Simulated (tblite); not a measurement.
Compound: phosphorus tribromide, PBr3.
Bonds: Br1–P2, P2–Br3, P2–Br4.

Computed with GFN2-xTB (tblite), gas phase: L-BFGS steps from a force-field or distance-geometry start until the largest atomic force falls under 0.01 eV/Å.

Geometry at step 0:
```
atom  x, y, z in Å
Br1     2.1389   -0.1462   -0.1964
P2      0.0004    0.0216    0.5659
Br3    -0.9793    1.9164   -0.1939
Br4    -1.1498   -1.7871   -0.1985
```

Task: What forces act on the atoms?

Result: 
```json
{"atom": "Br1", "Fx (eV/Å)": "-0.671", "Fy (eV/Å)": "0.104", "Fz (eV/Å)": "-0.343"}
{"atom": "P2", "Fx (eV/Å)": "0.040", "Fy (eV/Å)": "-0.171", "Fz (eV/Å)": "1.067"}
{"atom": "Br3", "Fx (eV/Å)": "0.293", "Fy (eV/Å)": "-0.523", "Fz (eV/Å)": "-0.405"}
{"atom": "Br4", "Fx (eV/Å)": "0.338", "Fy (eV/Å)": "0.591", "Fz (eV/Å)": "-0.319"}
```

The largest, 1.08 eV/Å, acts on P2; the rms over all components is 0.486 eV/Å. The forces sum to zero within rounding, as they must for an isolated molecule in no field.

Task: Give the force on P2 in Eh/bohr and in nN.

Result: 1.081 eV/Å ÷ 51.422 = 0.02103 Eh/bohr, and 1.081 eV/Å × 1.602 = 1.73 nN.

Task: How far is this geometry from the end of the optimisation?

Result: 0.316 eV above it, and 0.178 Å rms away after alignment. The bonds farthest from their final lengths, with half the difference of the two atoms' forces along the bond (positive lengthens):

```csv
bond,now (Å),final (Å),force along bond (eV/Å)
Br1–P2,2.276,2.224,-0.11
P2–Br4,2.276,2.224,-0.15
P2–Br3,2.264,2.223,+0.04
```

The angle farthest from its final value is Br1–P2–Br3, 110.8° against 100.9°.

Of the 3 listed bonds off by 0.010 Å or more, this force points towards the final length in 2.

What follows is the cost of the whole relaxation. On Arm Neoverse V2, one thread, no GPU, on a shared host, this took under 0.1 s of wall time.
